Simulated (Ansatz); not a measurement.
A trace of molecular dynamics of F3H5OSiZr (11 atoms, charge 0, multiplicity 1).

The calculation used RKS PBE/def2-SVP (Ansatz).

| Quantity | Value |
| --- | --- |
| ensemble | NVE (velocity Verlet) |
| starting velocities drawn for | 100 K |
| seed | 9318 |

```tsv
time (fs)	T (K)	potential energy less start (eV)	conserved less start (meV/atom)
0	100	0.000	0.00
4	75	0.030	0.02
8	75	0.029	0.00
12	48	0.061	0.02
16	65	0.040	0.01
20	62	0.044	0.02
24	86	0.016	0.01
28	75	0.030	0.02
32	88	0.015	0.01
36	75	0.030	0.02
40	96	0.005	0.01
44	102	-0.002	0.02
48	123	-0.027	0.01
52	118	-0.020	0.01
56	125	-0.029	0.00
60	112	-0.014	0.02
64	123	-0.027	0.00
68	120	-0.023	0.01
72	121	-0.024	0.01
76	117	-0.020	0.02
80	118	-0.021	0.01
84	114	-0.016	0.01
88	109	-0.010	0.02
92	119	-0.022	0.02
96	128	-0.032	0.01
100	140	-0.047	0.00
```

Task: Is this trajectory sound?

Result: The conserved energy stayed within 0.027 meV per atom of its start (net change 0.0026 meV per atom), so the integration is sound. A run of 0.1 ps of so small a system gives no equilibrium averages. The orbitals stay closed-shell, which can raise the energy where a bond breaks towards radicals; this wasn't checked here. The time step was 0.5 fs.

The run took 4.9 min on 4 threads of Intel(R) Xeon(R) CPU @ 2.60GHz (Ice Lake) (shared host), peak memory 0.2 GiB.
